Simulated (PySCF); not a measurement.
Some computed properties have been withheld. Give your best values.

Compound: Si(vinyl)3(pyrrolidide), C10H17NSi.
InChI=1S/C10H17NSi/c1-4-12(5-2,6-3)11-9-7-8-10-11/h4-6H,1-3,7-10H2

```json
{"property": "point group", "level": "PBE0-D3(BJ)/def2-SVP", "value": "C1"}
{"property": "rotational constants A, B, C", "level": "PBE0-D3(BJ)/def2-SVP", "value": "1.009, 0.598, 0.540 GHz"}
{"property": "dipole moment", "level": "B3LYP/def2-SVPD", "value": "?"}
{"property": "HOMO energy", "level": "B3LYP/def2-SVPD", "value": "-5.72 eV"}
{"property": "LUMO energy", "level": "B3LYP/def2-SVPD", "value": "?"}
{"property": "lowest singlet excitation", "level": "TDDFT B3LYP/def2-SVPD", "value": "4.07 eV (305 nm, f = 0.004)"}
{"property": "strongest line among the 10 lowest singlet transitions", "level": "TDDFT B3LYP/def2-SVPD", "value": "S6 at 5.88 eV (211 nm, f = 0.088)"}
{"property": "lowest triplet excitation (Tamm–Dancoff)", "level": "TDA B3LYP/def2-SVPD", "value": "3.96 eV"}
{"property": "static isotropic polarisability", "level": "B3LYP/def2-SVPD", "value": "?"}
{"property": "electronic spatial extent ⟨r²⟩ about the centre of nuclear charge", "level": "B3LYP/def2-SVPD", "value": "2569 bohr²"}
{"property": "13C chemical shifts (computed TMS as zero) by class", "level": "GIAO B3LYP/pcSseg-1", "value": "?"}
{"property": "1H chemical shifts (computed TMS as zero) by class", "level": "GIAO B3LYP/pcSseg-1", "value": "?"}
{"property": "isotropic shieldings of nuclei other than C and H, by class", "level": "GIAO B3LYP/pcSseg-1", "value": "?"}
{"property": "core binding energies", "level": "ΔSCF SCAN, pcX-2 on the ionised atom, pcseg-1 elsewhere, spin-free X2C, 2p3/2 from a spin–orbit splitting computed afterwards within the 2p shell", "value": "?"}
```

The electronic properties come from PySCF, for the isolated species, density fitting. Geometry: PBE0-D3(BJ)/def2-SVP, one conformer, isolated molecule. NMR classes are plain means over equivalent atoms (diastereotopic ones count apart unless rotation or inversion swaps them), as if these changed places fast; in this geometry the members of some classes differ.

(1) The isotropic shieldings of nuclei other than C and H, by class?

(2) The LUMO energy?

(3) The 1H chemical shifts (computed TMS as zero) by class?

(4) What are the 13C chemical shifts (computed TMS as zero) by class?

(5) The core binding energies?

(6) What is the static isotropic polarisability?

(7) What is the dipole moment?

## Answers

(1) 227 (1 N), 363 (1 Si) ppm.

(2) -0.80 eV.

(3) 6.35 (1 H), 6.29 (1 H), 6.27 (3 H), 6.17 (1 H), 6.03 (3 H), 3.08 (4 H), 1.70 (4 H) ppm.

(4) 145.0 (3 C), 143.4 (3 C), 51.0 (2 C), 31.6 (2 C) ppm.

(5) Si2p3/2 105.8, C1s 289.5 (×3), C1s 290.0 (×3), C1s 290.4 (×2), C1s 291.0 (×2), N1s 403.4, Si1s 1845.8 eV.

(6) 151.2 au.

(7) 0.63 D.

The dipole equals about 2.1 × 10⁻³⁰ C·m (1 D = 3.33564 × 10⁻³⁰ C·m). No computed singlet falls in the visible range (750 to 380 nm, 1.65 to 3.26 eV); S1 lies 0.81 eV above its blue end. A dipole of 0.63 D is allowed in C1, and pure rotational transitions are dipole-allowed. The polarisability is 22.41 Å³ as a volume (1 au = 0.148185 Å³), or 1.54 au for each of the 98 electrons. The rotational constants make it an asymmetric top with κ = (2B − A − C)/(A − C) = -0.75, nearer the prolate limit (−1). The vertical singlet–triplet gap S1 − T1 is 0.11 eV (TDDFT singlet less Tamm–Dancoff triplet; S1: HOMO→LUMO, weight 0.99; T1: HOMO→LUMO, weight 0.93).
